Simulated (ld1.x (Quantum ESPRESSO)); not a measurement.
## Transferability test, TM potential for cobalt (Co)

```
Element                 : cobalt
Generator               : ld1.x (Quantum ESPRESSO) 7.5
Type                    : norm-conserving Troullier–Martins (Kleinman–Bylander form)
Functional              : PW91
Relativity              : scalar-relativistic
Frozen core             : [Ar]
Valence charge          : 9
Reference configuration : 3d7 4s1.75 4p0 (charge +0.25)
Partial waves           : 4p (bound, empty): rc 2.80 bohr; 3d (bound): rc 1.20 bohr; 4f channel at 0.1 Ry: rc 2.30 bohr; 4s (bound): rc 2.45 bohr
Local potential         : the s channel
Core correction         : none
```

Energies are relative to the spin-unpolarised reference configuration 3d7 4s1.75 4p0; without spin polarisation the order of configurations can differ from experiment.

```
valence configuration  charge  ΔE all-electron (eV)  error AE − PS (meV)
          3d7 4s2 4p0       0                -1.597                 +0.1
          3d7 4s1 4p0      +1                 7.499                 +0.4
          3d7 4s0 4p0      +2                24.339                  +33
          3d6 4s2 4p1       0                 8.102                 -414
          3d8 4s0 4p0      +1                 4.903                 -332
          3d8 4s1 4p0       0                -2.818                 -222
```

(1) What are ΔE and the potential's error for 3d7.5 4s1.5 4p0?

Levels in the configuration 3d8 4s0 4p0:

```json
{"level": "3d", "all-electron (eV)": "-12.324", "pseudo (eV)": "-11.876"}
```

Results:

(1) ΔE = -2.566 eV all-electron; the error (AE − PS) is -61 meV.

ld1.x printed “convergence not achieved” for 5 of the counted tests; their residual had stalled under 1e-8, short of the target of 1e-14.
